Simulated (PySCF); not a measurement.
Adding and removing an electron: TlP

r²SCAN; Tl def2-SVP with ECP60, P def2-SVP; scalar-relativistic core potentials (PySCF 2.14). Neutral (UKS): triplet (π ↑↑), Re = 2.744 Å, ωe = 233 cm⁻¹, De = 1.79 eV, HOMO -4.34 eV, LUMO -3.27 eV.

TlP⁺ (UKS): quartet (σ ↑, π ↑↑), Re = 3.142 Å, ωe = 101 cm⁻¹. The energies at the minima are -513.76663 hartree for TlP and -513.51253 for TlP⁺.

Work out the adiabatic ionisation energy, without and with harmonic zero-point energies (1 hartree = 27.2114 eV, 1 eV = 8065.5 cm⁻¹), and the change of the bond length.

At r²SCAN: 0.25410 hartree = 6.914 eV between the minima; the zero-point term (101.0 − 233.0)/2 cm⁻¹ = -0.008 eV makes it 6.906 eV. Re changes by +39.8 pm against the neutral. The electron leaves a σ orbital, and the ion is left as a loose complex of an ion and an atom.

Spin–orbit coupling is left out, which matters for elements this heavy, above all for dissociation energies. States were picked by a PBE0 search and need not be the measured ground states.
